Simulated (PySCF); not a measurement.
NMR data simulated for an unnamed compound:

1H NMR (600 MHz, computed): δ 5.78 (m, 2H), 5.77 (m, 2H), 4.88 (m, 2H).

13C{1H} NMR (computed): δ 138.1 (C).

Method: GIAO PBE0/pcSseg-1 shieldings, geometry: GFN2-xTB, in PySCF (no solvent model, single conformer, non-relativistic Hamiltonian, rapidly exchanging positions averaged).

Shifts are taken against calculated references (same method and geometry level): 1H and 13C against TMS.

Which of these does the molecule contain: a Si–H bond, a CF3 group, a CH3CH2 unit, a three-membered ring, a ketone?

Results:


- A Si–H bond: yes (δH 5.78 (m)).
- A CF3 group: yes (δC 138.1).
- A CH3CH2 unit: no.
- A three-membered ring: no.
- A ketone: no.

The data belong to `[SiH2](F)[SiH2]O[SiH2]C(F)(F)F`, CH$_{6}$F$_{4}$OSi$_{3}$; they needn't prove each group on their own.

Carbon signals by region: 1 in the sp2 and nitrile region (100–160 ppm).

Splittings by 19F in the carbon and heteronuclear signals aren't shown, as no couplings were computed. Shifts are as computed. Against solution values, carbons near 30 ppm lie about +3 ppm off and those near 130 ppm about +5 ppm. Of 1309 compounds with measured shifts, 239 miss one by over three times the rms of a fit or turn the order of signals round; such compounds aren't used in these exercises. No couplings were computed; multiplicities are counted from neighbouring protons, with m where these are inequivalent, close in shift, in a saturated or five-membered ring or joined by F or P, and br s for small geminal =CH2 splittings.
